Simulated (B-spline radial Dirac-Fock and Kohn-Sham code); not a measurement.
# Se: input and output of one calculation

ΔSCF core binding energies without Breit or QED terms, calculated with a B-spline atomic structure program. Keys: rel is the Hamiltonian (dirac, or spin-free x2c and nr, where L3 and M5 stand for the whole 2p and 3d shells), method is hf or an exchange,correlation pair (spin-unpolarised, also for the hole states), nuc the nuclear model, radius_factor scales its radius, rmax is the box in bohr, h the logarithmic mesh step, order the B-spline order, points the quadrature points per cell, c_factor scales the speed of light, and damp, ndamp, maxit and tol steer the iteration. The run stops when the commutator error falls below 10·tol·max(1, Z/10), or the numerical noise floor, and the energy has settled to about 1e-8 Ha; the virial ratio is −V/T.

Input (task.json):

```json
{"items": [{"Z": 34, "q": 0, "cfg": [[1, 0, 2], [2, 0, 2], [2, 1, 6], [3, 0, 2], [3, 1, 6], [3, 2, 10], [4, 0, 2], [4, 1, 4]], "A": 80, "rrms": 4.14, "do": "settings", "holes": ["K", "L3", "M5"],
  "settings": [{"rel": "dirac", "method": "hf", "nuc": "fermi", "radius_factor": 1.0, "rmax": 45.0, "h": 0.3, "order": 8, "points": 10, "c_factor": 1.0, "maxit": 5, "damp": 0.5, "ndamp": 3, "tol": 1e-08}]}]}
```

Command: `python xray2_run.py task.json out`

Ground-state iterations:

```
iter   energy (Ha)        error
   1    -2428.07444078  1.24e+00
   2    -2428.48914226  9.51e-02
   3    -2428.58552298  2.56e-02
   4    -2428.58816792  1.03e-02
   5    -2428.58847311  1.46e-03
```

The ground state had not converged after 5 iterations, with total energy -2428.58847 Ha, virial ratio 1.97628 and highest orbital energy -10.53 eV. ΔSCF binding energies: K (1s) 12692.0 eV, M5 (3d5/2) 62.03 eV (not all states converged, so these are not final). Holes are computed only in closed shells, and unreliable hole states are left out.

Task: One setting is unsound. Which, and why?

Result: maxit ends the run before self-consistency. With the default settings (Dirac Hartree-Fock): The ground state converged in 10 iterations, with total energy -2428.58851 Ha, virial ratio 1.97618 and highest orbital energy -10.52 eV. ΔSCF binding energies: K (1s) 12692.0 eV, M5 (3d5/2) 62.03 eV. Holes are computed only in closed shells, and unreliable hole states are left out.
